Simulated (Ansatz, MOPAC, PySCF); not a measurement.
System: PbCl (charge 0, doublet). SMILES: [Cl][Pb]
Geometry from a B3LYP-D3(BJ)/def2-TZVP (Ansatz, a quantum-chemistry and plane-wave program) optimisation:
```xyz
2

Pb     0.0000     0.0000    -0.4277
Cl     0.0000     0.0000     2.0631
```
Charge 0, spin multiplicity 2.

Wanted: vertical electron affinity to the triplet, in eV. Set-up: six Cartesian d functions in 6-31G* and its kin unless marked 5d; open shells spin-unrestricted; spin-orbit terms left out; each state is the SCF solution reached for its charge and spin; LANL2DZ with its own core potentials from Na on; frozen cores in correlated levels (noble-gas shells and the d and f shells of earlier blocks); def2 sets with scalar-relativistic core potentials past Kr; PM7 with its own dispersion and hydrogen-bond terms. First-principles rows: single points at B3LYP-D3(BJ) geometries (Ansatz). Semi-empirical rows: differences of heats of formation at the shared geometry for vertical values. The spin state of an ion or metal species was assumed, not searched.

| level | program | vertical electron affinity to the triplet (eV) |
|---|---|---|
| AM1 | MOPAC | 3.09 |
| PM3 | MOPAC | 2.72 |
| PM6 | MOPAC | 3.17 |
| PM7 | MOPAC | 1.24 |
| MNDO | MOPAC | 1.90 |
| HF/6-31G* with LANL2DZ past Ar | Ansatz | 0.91 |
| B3LYP/6-31G* with LANL2DZ past Ar | Ansatz | 1.15 |
| M06-2X/6-31G* with LANL2DZ past Ar (5d) | PySCF | 1.05 |
| MP2/6-31G* with LANL2DZ past Ar | Ansatz | 0.76 |
| PBE/def2-TZVPD | Ansatz | 1.28 |
| wB97M-V/def2-TZVPD | Ansatz | 1.30 |

No value to compare with is used here. The 9 habitual levels span 0.76 (MP2/6-31G* with LANL2DZ past Ar) to 3.17 eV (PM6); wB97M-V/def2-TZVPD gives 1.30.

The levels are drawn from those run, B3LYP/6-31G* more often than the rest, none by its result; runs whose electronic state is in doubt are left out.
